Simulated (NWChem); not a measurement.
System meant: CH6MgSi; SMILES [CH3][Mg][SiH3]

Here is an NWChem input.

```
start job
memory heap 200 mb stack 900 mb global 1100 mb
geometry units angstroms noautosym nocenter noautoz
  Mg     0.283459    -0.645145    -0.000464
  C      0.353093    -2.737698    -0.000457
  H      0.848708    -3.129507    -0.898657
  H     -0.651821    -3.179350     0.030857
  H      0.902903    -3.127694     0.866445
  Si     0.195584     1.948722    -0.000470
  H     -1.177507     2.501420     0.232808
  H      0.649289     2.563904    -1.289200
  H      1.053218     2.577916     1.054857
end
basis spherical
  * library def2-svp
end
dft
  xc m06-2x
  iterations 150
end
property
  shielding 5 1 2 3 6 7
end
task dft property
```

End of the output:

```
 Vector   22  Occ=0.000000D+00  E=-8.583549D-03
              MO Center=  2.7D-01, -5.8D-01,  2.9D-04, r^2= 8.5D+00
   Bfn.  Coefficient  Atom+Function         Bfn.  Coefficient  Atom+Function
  ----- ------------  ---------------      ----- ------------  ---------------
     4      1.473948  1 Mg s                 51     -0.928757  6 Si s
    21     -0.557819  2 C  s                 59      0.443245  6 Si py
    26     -0.262181  2 C  py                50     -0.203153  6 Si s
    12      0.170712  1 Mg py                49     -0.149600  6 Si s
    23     -0.144019  2 C  py                72      0.128109  8 H  s

 center of mass
 --------------
 x =   0.48978791 y =   0.11838194 z =  -0.00088198

 moments of inertia (a.u.)
 ------------------
         927.973322797245          30.170091123250          -0.000370380551
          30.170091123250          32.600293794503           0.002884137609
          -0.000370380551           0.002884137609         928.987128250463

     Multipole analysis of the density
     ---------------------------------

     L   x y z        total         alpha         beta         nuclear
     -   - - -        -----         -----         ----         -------
     0   0 0 0     -0.000000    -19.000000    -19.000000     38.000000

     1   1 0 0      0.017976     -9.329123     -9.329123     18.676222
     1   0 1 0     -0.508238     -1.502159     -1.502159      2.496080
     1   0 0 1     -0.000009      0.016795      0.016795     -0.033599

     2   2 0 0    -24.174467    -24.810143    -24.810143     25.445820
     2   1 1 0      0.083117      8.311762      8.311762    -16.540407
     2   1 0 1      0.000072      0.008125      0.008125     -0.016178
     2   0 2 0    -34.110475   -288.975069   -288.975069    543.839662
     2   0 1 1      0.000597      0.002356      0.002356     -0.004114
     2   0 0 2    -24.180360    -19.925505    -19.925505     15.670651

          -----------------------------------------
          Chemical Shielding Tensors (GIAO, in ppm)
          -----------------------------------------

 ------------------------------------------------------------------------
  xm06: d2 not coded                    0
 ------------------------------------------------------------------------
 ------------------------------------------------------------------------
  current input line :
    24: task dft property
 ------------------------------------------------------------------------
 ------------------------------------------------------------------------
 This error has not yet been assigned to a category
 ------------------------------------------------------------------------
 For more information see the NWChem manual at https://nwchemgit.github.io

0: xm06: d2 not coded:Received an Error in Communication
```

Task: What is wrong, and how is it mended?

Result: The program stopped with an error. Cause: this functional's second derivatives, which shieldings need, aren't coded here; the fix takes a hybrid GGA instead. This input runs:
```
start job
memory heap 200 mb stack 900 mb global 1100 mb
geometry units angstroms noautosym nocenter noautoz
  Mg     0.283459    -0.645145    -0.000464
  C      0.353093    -2.737698    -0.000457
  H      0.848708    -3.129507    -0.898657
  H     -0.651821    -3.179350     0.030857
  H      0.902903    -3.127694     0.866445
  Si     0.195584     1.948722    -0.000470
  H     -1.177507     2.501420     0.232808
  H      0.649289     2.563904    -1.289200
  H      1.053218     2.577916     1.054857
end
basis spherical
  * library def2-svp
end
dft
  xc pbe0
  iterations 150
end
property
  shielding 5 1 2 3 6 7
end
task dft property
```
It converges to -530.78879 Ha (PBE0/def2-SVP, GIAO).
